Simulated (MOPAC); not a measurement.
MOPAC input (PM7):

```
PM7 1SCF GEO-OK AUX(PRECISION=9) THREADS=1
ClOY

Y     0.44514200 1    0.31542400 1   -0.24083700 1
O    -0.54121600 1    1.54806900 1   -1.13080800 1
Cl   -0.76651800 1   -1.45212400 1    1.08465400 1
```

From the output:

```
                                                       MOPAC v23.2.5 Linux

          FINAL HEAT OF FORMATION =        -91.49993 KCAL/MOL =    -382.83572 KJ/MOL

          COSMO AREA              =        154.68 SQUARE ANGSTROMS
          COSMO VOLUME            =        175.87 CUBIC ANGSTROMS

          IONIZATION POTENTIAL    =          9.209732 EV
          HOMO LUMO ENERGIES (EV) =         -9.210 -0.816
          NO. OF FILLED LEVELS    =          8
          MOLECULAR WEIGHT        =        140.3583         POINT GROUP:  Cs

          MOLECULAR DIMENSIONS (Angstroms)

            Atom       Atom       Distance
           Cl     3    O     2     3.73633
            Y     1   Cl     3     1.07636
            Y     1    O     2     0.00000

          SCF CALCULATIONS        =          1

   ATOM   CHEMICAL          X               Y               Z
  NUMBER   SYMBOL      (ANGSTROMS)     (ANGSTROMS)     (ANGSTROMS)

     1       Y          0.44514200  *   0.31542400  *  -0.24083700  *
     2       O         -0.54121600  *   1.54806900  *  -1.13080800  *
     3      Cl         -0.76651800  *  -1.45212400  *   1.08465400  *

                             CARTESIAN COORDINATES

   1    Y        0.445142000     0.315424000    -0.240837000
   2    O       -0.541216000     1.548069000    -1.130808000
   3   Cl       -0.766518000    -1.452124000     1.084654000

           Empirical Formula: O Y Cl  =     3 atoms

      MOLECULAR POINT GROUP   :   Cs

                  EIGENVALUES
 -25.56477 -22.08836 -12.52138 -11.19800 -11.18832 -10.41253  -9.33863  -9.20973
  -0.81594  -0.04507  -0.04176   0.08943   0.16013   0.17671   1.99592   3.13177
   6.09804  73.07357  73.42906  73.55284  74.67313  74.67672

              NET ATOMIC CHARGES AND DIPOLE CONTRIBUTIONS

  ATOM NO.   TYPE          CHARGE      No. of ELECS.   s-Pop       p-Pop       d-Pop
    1          Y           1.768773        1.2312     0.32180     0.90442     0.00501
    2          O          -1.154241        7.1542     1.86133     5.29292
    3         Cl          -0.614531        7.6145     1.98546     5.62735     0.00172
 DIPOLE           X         Y         Z       TOTAL
 POINT-CHG.     9.045    -1.617     1.022     9.245
 HYBRID         1.048    -0.115     0.065     1.056
 SUM           10.093    -1.732     1.087    10.298

          ATOMIC ORBITAL ELECTRON POPULATIONS

     Atom    s        px        py        pz      x^2-y^2     xz        z^2       yz        xy
    1  Y   0.32180   0.27006   0.35295   0.28141   0.00054   0.00080   0.00039   0.00177   0.00150
    2  O   1.86133   1.77269   1.74339   1.77684
    3 Cl   1.98546   1.89842   1.83032   1.89862   0.00042   0.00023   0.00022   0.00052   0.00033

 **********************
 *                    *
 * JOB ENDED NORMALLY *
 *                    *
 **********************

 == MOPAC DONE ==
```

The geometry given is a B3LYP-D3(BJ)/def2-TZVP minimum.
